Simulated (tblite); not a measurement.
Compound: C₇H₁₈AlN.
SMILES with atom numbers: `[CH2:1]=[CH:2][CH2:3][Al@@H-:4]([CH3:5])[N+:6]([CH3:7])([CH3:8])[CH3:9]` (hydrogens: H10, H11 on C1; H12 on C2; H13, H14 on C3; H15 on Al4; H16, H17, H18 on C5; H19, H20, H21 on C7; H22, H23, H24 on C8; H25, H26, H27 on C9)
Bond orders are those of one Lewis drawing.

Computed with GFN2-xTB (tblite), gas phase: L-BFGS steps from a force-field or distance-geometry start until the largest atomic force falls under 0.01 eV/Å.

At the end of the run (lengths in Å): Al4–N6 2.083, Al4–C5 2.001, Al4–H15 1.567, C3–Al4 2.037, C9–H25 1.089, C7–H21 1.089, C2–C3 1.479, C2–C3–Al4 122.1°, C3–Al4–N6 104.7°, C5–Al4–N6 104.9°, C3–Al4–C5 115.8°, C1–C2–C3–Al4 107°, C2–C3–Al4–C5 -153°, C3–Al4–N6–C7 66°, H15–Al4–C3–C2 65°, H13–C3–Al4–C5 -24°.

Question: These geometries were met on the way; a selection of coordinates is given. Order them by energy above the end point, lowest first.
A. Al4–N6 2.103, Al4–C5 2.000, Al4–H15 1.569, C3–Al4 2.036, C9–H25 1.088, C7–H21 1.091, C2–C3 1.483, C2–C3–Al4 116.3°, C3–Al4–N6 105.4°, C5–Al4–N6 102.9°, C3–Al4–C5 116.6°, C1–C2–C3–Al4 82°, C2–C3–Al4–C5 -59°, C3–Al4–N6–C7 50°, H15–Al4–C3–C2 156°, H13–C3–Al4–C5 59°
B. Al4–N6 2.094, Al4–C5 1.952, Al4–H15 1.542, C3–Al4 2.007, C9–H25 1.083, C7–H21 1.085, C2–C3 1.469, C2–C3–Al4 114.4°, C3–Al4–N6 107.8°, C5–Al4–N6 107.5°, C3–Al4–C5 113.2°, C1–C2–C3–Al4 71°, C2–C3–Al4–C5 -58°, C3–Al4–N6–C7 43°, H15–Al4–C3–C2 175°, H13–C3–Al4–C5 63°
C. Al4–N6 2.153, Al4–C5 1.968, Al4–H15 1.548, C3–Al4 2.000, C9–H25 1.090, C7–H21 1.092, C2–C3 1.484, C2–C3–Al4 116.3°, C3–Al4–N6 104.9°, C5–Al4–N6 103.8°, C3–Al4–C5 115.3°, C1–C2–C3–Al4 67°, C2–C3–Al4–C5 -51°, C3–Al4–N6–C7 44°, H15–Al4–C3–C2 172°, H13–C3–Al4–C5 66°
D. Al4–N6 1.957, Al4–C5 1.983, Al4–H15 1.606, C3–Al4 2.020, C9–H25 1.121, C7–H21 1.119, C2–C3 1.507, C2–C3–Al4 111.2°, C3–Al4–N6 112.0°, C5–Al4–N6 111.3°, C3–Al4–C5 110.6°, C1–C2–C3–Al4 77°, C2–C3–Al4–C5 -66°, C3–Al4–N6–C7 42°, H15–Al4–C3–C2 178°, H13–C3–Al4–C5 57°
E. Al4–N6 2.105, Al4–C5 2.008, Al4–H15 1.563, C3–Al4 2.034, C9–H25 1.088, C7–H21 1.090, C2–C3 1.484, C2–C3–Al4 114.5°, C3–Al4–N6 105.3°, C5–Al4–N6 105.0°, C3–Al4–C5 116.0°, C1–C2–C3–Al4 69°, C2–C3–Al4–C5 -53°, C3–Al4–N6–C7 43°, H15–Al4–C3–C2 166°, H13–C3–Al4–C5 63°

Answer: A (0.058 eV), E (0.095 eV), C (0.158 eV), B (0.294 eV), D (0.665 eV).

```
step  E above end (eV)  rms distance from the end, all atoms (Å)  largest force (eV/Å)  rms shift of all bonds from the end (Å)
  59             0.058                                     1.096                 0.039                                    0.004
  16             0.095                                     1.163                 0.169                                    0.005
   6             0.158                                     1.168                 0.349                                    0.017
   2             0.294                                     1.167                 0.566                                    0.014
   0             0.665                                     1.171                 2.430                                    0.031
```

Rows stand in the order of the answer.
